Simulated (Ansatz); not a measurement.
Correlation energies of C2H7NOSi (`NC1CO[SiH2]1`) by basis set

Cartesian coordinates in Å:
```
N 1.162 1.257 -0.365
C 0.637 -0.020 0.042
C -0.493 -0.119 1.112
O -1.439 -0.993 0.457
Si -0.633 -0.943 -1.003
H 0.435 1.878 -0.695
H 1.650 1.724 0.390
H 1.469 -0.674 0.319
H -0.187 -0.560 2.065
H -0.946 0.862 1.300
H -0.337 -2.284 -1.573
H -1.316 -0.128 -2.049
```

The species carries charge 0 and has multiplicity 1. Geometry: relaxed with PBE0-D4/def2-TZVP. It is one conformer, not always the lowest. Frozen core, restricted reference, the Gaussian-basis code of Ansatz. CBS rows extrapolate triple and quadruple zeta; past MP2 they add the triple-zeta difference.

```tsv
basis	HF (Eh)	MP2 corr.	CCSD corr.	(T)	CCSD(T) total
def2-SVP	-497.79312	-0.72393	?	-0.02225	?
def2-TZVPP	?	?	?	-0.03783	?
def2-QZVPP	-498.16883	-0.97018	–	–	–
CBS(def2)	-498.17149	-1.01821	-1.05718	as TZ	-499.26650
```

Q: Fill in the withheld values. (Best estimate.)

A: Computed: def2-SVP CCSD corr.: -0.77416; def2-SVP CCSD(T) total: -498.58953; def2-TZVPP HF (Eh): -498.14955; def2-TZVPP MP2 corr.: -0.90534; def2-TZVPP CCSD corr.: -0.94431; def2-TZVPP CCSD(T) total: -499.13169.
